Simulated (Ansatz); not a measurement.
This geometry of C3H9Al + H (14 atoms, charge 0, multiplicity 2) is a first-order saddle point.

The calculation used Ansatz, UKS PBE0/cc-pVDZ.

```xyz
14
Properties=species:S:1:pos:R:3
Al -0.056 0.121 -0.071
H -0.123 0.305 1.550
C 1.711 0.110 -0.960
H 1.891 -0.941 -1.266
H 1.622 0.656 -1.919
C 2.898 0.630 -0.147
H 3.854 0.536 -0.691
H 2.779 1.695 0.112
H 3.011 0.086 0.805
C -1.745 -0.117 -1.055
H -2.353 -0.925 -0.613
H -2.358 0.800 -0.983
H -1.604 -0.340 -2.125
H -0.192 0.333 3.239
```

**Question.** Which two structures does it join? (They come from a converged band through this point; their orientation in space is the band's.)

**Answer.** Bonds broken: Al1–H2. Bonds formed: H2–H14. C3H9Al + H becomes C3H8Al + H2.

First end point:

```xyz
14
Properties=species:S:1:pos:R:3
Al -0.076 0.209 -0.206
H -0.182 0.532 1.364
C 1.702 0.149 -1.071
H 1.848 -0.894 -1.421
H 1.645 0.736 -2.008
C 2.899 0.595 -0.228
H 3.856 0.500 -0.769
H 2.808 1.649 0.084
H 2.990 0.002 0.698
C -1.734 -0.132 -1.214
H -2.322 -0.941 -0.745
H -2.384 0.763 -1.198
H -1.564 -0.402 -2.268
H -0.151 0.184 4.857
```

Last end point:

```xyz
14
Properties=species:S:1:pos:R:3
Al -0.088 0.957 -0.444
H -0.119 0.484 1.902
C 1.677 0.080 -0.794
H 1.570 -0.989 -0.527
H 1.788 0.086 -1.897
C 2.917 0.683 -0.138
H 3.842 0.148 -0.414
H 3.054 1.739 -0.424
H 2.849 0.661 0.962
C -1.753 -0.016 -0.935
H -1.637 -1.109 -0.841
H -2.626 0.297 -0.339
H -1.994 0.198 -1.993
H -0.147 -0.271 1.759
```

**Question.** How far does it lie above each of them?

**Answer.** 4.0 kJ/mol above the first and 93.5 kJ/mol above the second. This is the barrier of this one path; another mechanism may lie lower.

The run took 2.6 min on 4 threads of Arm Neoverse V2, with other jobs on the host, peak memory 0.32 GiB.
